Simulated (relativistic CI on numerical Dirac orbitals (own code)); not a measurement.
# Pd5+: resonant inelastic scattering at the M2,3 edge

Computed with this model: Dirac-Coulomb-Breit CI, orbitals from a KLI potential per configuration, QED by a radiative potential, valence Slater integrals scaled by 0.7, Kramers-Heisenberg scattering through one core-hole configuration in a parametric crystal field; configurations [Kr] 4d5 → [Ne] 3s2 3p5 3d10 4s2 4p6 4d6; 300 K; core-hole width 3 eV; summed over polarisations. Incident energies are the highest absorption maxima for each field (at most a few, so the weaker spin-orbit partner edge can be absent), on the computed scale of the free ion. Intensities are in per cent of the strongest line above 0.02 eV; levels within 1 cm⁻¹ are merged; final levels count from the ground level, the first row holds all elastic scattering, lines under 0.4 are left out and each table stops after 24 rows. The scale of the Slater integrals is a model choice and moves the terms in proportion.

Field parameters in Wybourne normalisation: Oh B⁴₀ = 21Dq, B⁴₄ = √(5/14) B⁴₀. The field is a parameter set, without covalency.

S is read from ⟨S²⟩ = S(S + 1).

Oh, 10Dq = 8500 cm⁻¹:

```csv
Final level (eV),Degeneracy,Irrep,S,543.1 eV,571.5 eV
0.000,2,Γ7,2.47,4996.6,471.1
0.001,4,Γ8,2.47,57.7,29.6
1.826,2,Γ7,1.27,51.5,15.3
2.034,4,Γ8,1.47,100.0,35.7
2.075,4,Γ8,1.47,20.7,6.5
2.161,2,Γ6,1.49,6.0,4.7
2.408,2,Γ7,1.39,9.7,7.2
2.459,4,Γ8,1.39,39.4,36.8
2.589,2,Γ6,1.48,12.0,14.1
2.613,4,Γ8,1.47,15.0,12.6
2.755,4,Γ8,1.29,4.9,2.2
2.766,2,Γ7,0.97,3.8,1.6
2.823,2,Γ7,1.42,6.6,3.2
2.878,2,Γ6,1.45,3.5,3.5
2.882,4,Γ8,1.45,13.1,11.6
2.960,4,Γ8,0.93,9.1,4.8
3.145,4,Γ8,1.46,53.6,23.9
3.194,2,Γ6,1.47,46.1,30.0
3.308,2,Γ7,1.18,53.4,37.0
3.359,4,Γ8,1.46,99.2,63.9
3.428,4,Γ8,1.19,53.4,37.9
3.441,2,Γ7,1.39,30.7,21.1
3.474,4,Γ8,0.96,13.7,9.3
3.544,2,Γ6,1.35,17.4,13.9
```

Oh, 10Dq = 19250 cm⁻¹:

```csv
Final level (eV),Degeneracy,Irrep,S,542.4 eV
0.000,2,Γ7,1.21,1220.0
0.202,4,Γ8,2.30,11.9
0.310,2,Γ7,2.13,2.3
0.557,4,Γ8,0.89,41.5
1.124,4,Γ8,1.52,32.9
1.198,2,Γ6,1.49,6.5
1.242,4,Γ8,1.53,8.0
1.323,2,Γ7,1.53,24.1
1.762,2,Γ6,1.49,2.0
1.783,4,Γ8,1.48,26.3
1.791,2,Γ7,1.43,14.3
1.815,4,Γ8,1.44,15.3
2.321,4,Γ8,0.65,100.0
2.455,2,Γ7,0.63,42.9
2.574,2,Γ6,0.63,7.3
2.624,2,Γ7,0.77,11.6
2.743,4,Γ8,0.68,15.9
2.933,4,Γ8,0.67,20.0
3.207,4,Γ8,1.29,3.0
3.252,4,Γ8,1.33,9.7
3.304,2,Γ6,1.17,7.5
3.313,2,Γ7,1.37,1.2
3.394,4,Γ8,1.29,12.3
3.517,4,Γ8,1.38,18.6
```

For the first field the strongest loss at the lowest incident energy is the level at 2.03 eV (S = 1.47, against 2.47 in the thermal ground state). Levels of other spin, the first over 8 % at 1.83 eV, appear because spin-orbit coupling of the core hole, and in heavier ions of the valence shell too, mixes spins.
